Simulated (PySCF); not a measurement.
F2Hg. Atoms are numbered in the order given.

```xyz
3

F      0.0000     0.0000    -1.9351
Hg     0.0000     0.0000     0.0000
F      0.0000     0.0000     1.9351
```
Charge 0, spin multiplicity 1.

Geometry optimised at B3LYP-D3(BJ)/def2-TZVP. The def2 effective core potentials stand for the cores of Hg; spin–orbit coupling is left out.

All values below come from PBE/def2-TZVPD (PySCF).

Mulliken values depend strongly on the basis, most of all with diffuse functions as here. ESP charges are fitted to the potential on shells at 1.4 to 2.0 van der Waals radii. Atomic charges (e):

```
atom  Mulliken  ESP fit
----  --------  -------
F1       -0.47    -0.38
Hg2       0.94     0.76
F3       -0.47    -0.38
```
